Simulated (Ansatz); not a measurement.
CH$_{4}$FGaS, SMILES `F[CH2][GaH][SH]`, relaxed with RKS PBE0-D4/def2-TZVP in Ansatz 0.2.0 from a PBE-D4/def2-SVP geometry. The force threshold is 0.005 eV/Å; the program also tests the step.

The species carries charge 0 and has multiplicity 1.

Start:

```xyz
8

F     0.017   -1.416    0.978
C     0.604   -0.914   -0.185
Ga   -0.079    0.934   -0.555
S    -1.529    1.600    0.975
H     0.374   -1.597   -1.034
H     1.712   -0.909   -0.061
H     0.289    1.894   -1.744
H    -1.388    0.406    1.626
```

(1) By how much does the energy fall, and how many steps does the optimiser take? (An estimate is asked.)

(2) Which bonds change most? (Estimate.)

(3) Give the relaxed structure. (Best estimate.)

Results:

(1) The calculation gave: 0.77 kcal/mol, in 5 steps.

(2) The calculation gave: S4–H8 from 1.367 to 1.345 Å; Ga3–S4 from 2.211 to 2.191 Å; C2–H5 from 1.114 to 1.095 Å; C2–H6 from 1.114 to 1.095 Å.

(3) The calculation gave: 
```xyz
8

F     0.070   -1.470    0.945
C     0.622   -0.919   -0.206
Ga   -0.090    0.913   -0.523
S    -1.534    1.629    0.960
H     0.393   -1.584   -1.045
H     1.711   -0.906   -0.088
H     0.291    1.848   -1.713
H    -1.463    0.489    1.670
```
